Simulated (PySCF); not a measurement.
Solvent effects on NMR parameters

Cartesian coordinates in Å; atom numbers follow the order of the lines, from 1:
```xyz
20

C     3.1232   -0.0079   -0.5221
C     1.6862   -0.5019   -0.5149
C     0.6824    0.6352   -0.4178
N    -0.6827    0.1775   -0.4693
C    -1.2114   -0.5780    0.6641
C    -2.7210   -0.4169    0.4829
C    -2.7379    0.8374   -0.3496
N    -1.5940    1.1155   -0.8522
H     3.3121    0.6602   -1.3777
H     3.3591    0.5568    0.3942
H     3.8362   -0.8429   -0.5893
H     1.4695   -1.0779   -1.4301
H     1.5411   -1.1990    0.3284
H     0.8702    1.2214    0.5109
H     0.8116    1.3290   -1.2619
H    -0.8718   -1.6228    0.6522
H    -0.8745   -0.1162    1.6181
H    -3.2758   -0.3392    1.4291
H    -3.1572   -1.2584   -0.0869
H    -3.6153    1.4363   -0.6015
```

GIAO PBE0/pcSseg-1 in PySCF 2.14 on one PBE0-D3(BJ)/def2-SVP conformer, non-relativistic, equivalent nuclei averaged. Solvents enter as an IEF-PCM continuum (chloroform with ε = 4.7, acetone with ε = 20.5) around the gas-phase geometry. Shifts are referred to TMS computed in the same medium.

Gas phase, δ in ppm: C7 137.5, C3 59.6, C5 52.2, C6 35.7, C2 25.6, C1 13.3, H20 6.28, H14/H15 2.85, H16/H17 2.71, H18/H19 2.51, H12/H13 1.40, H9/H10/H11 0.99. Dipole moment 2.07 D.

Question: How does each δ change in the continuum?

Answer: 
```csv
atoms,environment,"Δδ, chloroform","Δδ, acetone"
C7,C=N carbon,+4.2,+5.9
C3,sp3 CH2 bonded to N,+0.5,+0.6
C5,sp3 CH2 bonded to N,+0.4,+0.6
C6,sp3 CH2 in a ring,+1.0,+1.4
C2,sp3 CH2,+0.5,+0.7
C1,methyl carbon,+0.2,+0.3
H20,hydrogen on a C=N carbon,+0.16,+0.23
H14/H15,hydrogen on an sp3 CH2 bonded to N,-0.02,-0.04
H16/H17,hydrogen on an sp3 CH2 bonded to N,+0.12,+0.17
H18/H19,hydrogen on an sp3 CH2 in a ring,+0.15,+0.21
H12/H13,hydrogen on an sp3 CH2,+0.02,+0.03
H9/H10/H11,hydrogen on a methyl carbon,+0.01,+0.01
```

Changes are relative to the gas phase. The dipole moment becomes 2.64 D in chloroform, 2.88 D in acetone.

Question: Which of the listed nuclei move most (in ppm), and what does the model miss? (N and O are left out, as their reference compounds move with the solvent too.)

Answer: C7 (C=N carbon, +5.9 ppm) in acetone. A continuum only polarises the solute; specific hydrogen bonds, the anisotropy of aromatic solvents and changes of geometry or conformer are outside it.
